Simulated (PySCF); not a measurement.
Computed IR spectrum (relative IR intensity) of a molecule CH₅ClFNSi. Geometry optimised at PBE-D3(BJ)/def2-SVP. The values are those of a single conformer. Method: PBE-D3(BJ)/def2-SVP (PySCF). Frequencies are harmonic and unscaled.

Lines under 2 % of the strongest are left out, and lines within 2 cm⁻¹ are merged.

```csv
ν (cm⁻¹),relative intensity
211,4.6
242,14
329,14
537,39
652,4.1
712,60
789,34
812,20
825,100
890,64
1049,5.2
1064,2.6
1365,2.3
1585,8.6
2188,51
2973,4.3
3029,2.1
```

**Question.** Which structure fits?
A. NC[Si@H](F)Cl
B. N[Si@@H](Cl)CF
C. C[Si@@](N)(F)Cl
D. CN[Si@H](F)Cl

**Answer.** A, NC[Si@H](F)Cl
